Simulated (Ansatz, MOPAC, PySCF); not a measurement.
Pair of molecules: HF (SMILES F) (first 2 atoms) with C4H6 (SMILES C=CC=C); geometry from B3LYP-D3(BJ)/def2-TZVP, rigid monomers moved along the line of their centres of mass till H2···C3 is 2.44 Å.
(charge 0, multiplicity 1):
```xyz
12

F      0.53605     0.01969     0.24787
H      0.65459     0.24954     1.14775
C      1.04185     1.29228     3.32122
C      0.59449     0.10039     3.73485
C     -0.79801    -0.20157     4.01543
C     -1.22580    -1.39575     4.42498
H      0.36767     2.12921     3.18032
H      2.09279     1.47078     3.13800
H      1.30147    -0.71238     3.87707
H     -1.50876     0.60726     3.87452
H     -2.27118    -1.58599     4.62573
H     -0.53907    -2.22153     4.56922
```

Interaction energies are E(AB) − E(A) − E(B) at the monomers' geometry in the complex; basis-set methods are counterpoise corrected. Rows marked so take none.

Correlated levels freeze the cores. Rows in 6-31G* carry no dispersion term and start afresh at each structure (6-31G* with six Cartesian d functions). The state that AM1, PM3 reach isn't checked.

Run with Ansatz (a quantum-chemistry and plane-wave program); MOPAC for AM1, PM3 (differences of heats of formation); PySCF for 6-31G* rows, the dispersion terms. Values without a source in brackets are computed.

```
level                            interaction energy (kcal/mol)
-------------------------------  -----------------------------
AM1                                                      -1.08
PM3                                                      -1.95
r2SCAN/def2-TZVPPD                                       -4.55
B3LYP/6-31G*                                                 ?
B3LYP-D3(BJ)/def2-TZVPPD                                 -4.76
PBE0-D3(BJ)/def2-TZVPPD                                  -4.89
PBE0-D4/def2-TZVPPD                                      -4.73
M06-2X/6-31G* (no counterpoise)                          -4.93
CCSD/aug-cc-pVDZ                                             ?
```

Q: Some entries are withheld; supply them.

A: 
- B3LYP/6-31G*, interaction energy (kcal/mol): -3.81
- CCSD/aug-cc-pVDZ, interaction energy (kcal/mol): -3.48
